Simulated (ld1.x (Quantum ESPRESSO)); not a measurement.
## Which change was made? (Pt, TM)

```json
{"Element": "Pt (Z = 78)", "Generator": "ld1.x (Quantum ESPRESSO) 7.5", "Type": "norm-conserving Troullier–Martins (Kleinman–Bylander form)", "Functional": "LDA (PZ)", "Relativity": "scalar-relativistic", "Frozen core": "[Kr] 4d10 4f14 5s2", "Valence charge": "16", "Reference configuration": "5p6 5d9 6s1 6p0", "Partial waves": "5p (bound): rc 1.15 bohr; 5d (bound): rc 1.95 bohr; 6s (bound): rc 2.00 bohr", "Local potential": "the s channel", "Core correction": "none"}
```

Cutoffs, loose and tight: the cutoffs (Ry, on a coarse ladder) from which the occupation-weighted sum of valence levels, in a spherical-Bessel basis at the reference potential, stays within 10 and 1 mRy of its value at 400 Ry. They do not see the model core or the augmentation charge, which bear on the density cutoff. Test errors are all-electron minus pseudo excitation energies from the reference, over the configurations 5p6 5d9 6s0 6p0; 5p6 5d8 6s0 6p0; 5p6 5d7 6s0 6p0; 5p6 5d6 6s0 6p0; 5p6 5d9 6s0 6p1; 5p6 5d8 6s1 6p0; 5p6 5d10 6s0 6p0 (two spin-polarised tests are not counted in the largest error); variants that change the core or the reference have their own tests. The largest error is taken over the tests solved by every variant that gives reliable tests at all, those not shown here included: 5p6 5d10 6s0 6p0; 5p6 5d6 6s0 6p0; 5p6 5d7 6s0 6p0; 5p6 5d8 6s0 6p0; 5p6 5d8 6s1 6p0; 5p6 5d9 6s0 6p0; 5p6 5d9 6s0 6p1.

The base gives: outcome: generated; cutoff, loose: 140 Ry; cutoff, tight: 200 Ry; bound ghosts: none; largest test error (meV): -474.

Problem. After one change the result is: outcome: generated; cutoff, loose: 120 Ry; cutoff, tight: 180 Ry; bound ghosts: none; largest test error (meV): -492. Which change was it?
A. all radii scaled by about 1.08 (s 2.16, p 1.24, d 2.10 bohr)
B. local potential all-electron potential smoothed inside 0.90 bohr (lloc = -1)
C. reference 5p6 5d8 6s0 6p0
D. wave 5p (bound): rc 1.15 bohr becomes 5p (bound): rc 1.40 bohr
E. core [Xe] 4f14, valence charge 10; reference 5d9 6s1 6p0; waves now 6p (bound): rc 3.15 bohr; 5d (bound): rc 1.90 bohr; 6s (bound): rc 2.10 bohr; core correction Bessel-smoothed model core inside 1.80 bohr

Solution. A. The others give: local potential all-electron potential smoothed inside 0.90 bohr (lloc = -1) → outcome: generated; cutoff, loose: 140 Ry; cutoff, tight: 200 Ry; bound ghosts: s; largest test error (meV): +287 | core [Xe] 4f14, valence charge 10; reference 5d9 6s1 6p0; waves now 6p (bound): rc 3.15 bohr; 5d (bound): rc 1.90 bohr; 6s (bound): rc 2.10 bohr; core correction Bessel-smoothed model core inside 1.80 bohr → outcome: generated; cutoff, loose: 40 Ry; cutoff, tight: 50 Ry; bound ghosts: none; largest test error (meV): -966 | reference 5p6 5d8 6s0 6p0 → outcome: generated; cutoff, loose: 140 Ry; cutoff, tight: 200 Ry; bound ghosts: none; largest test error (meV): -256 | wave 5p (bound): rc 1.15 bohr becomes 5p (bound): rc 1.40 bohr → outcome: generated; cutoff, loose: 90 Ry; cutoff, tight: 120 Ry; bound ghosts: none; largest test error (meV): -472.
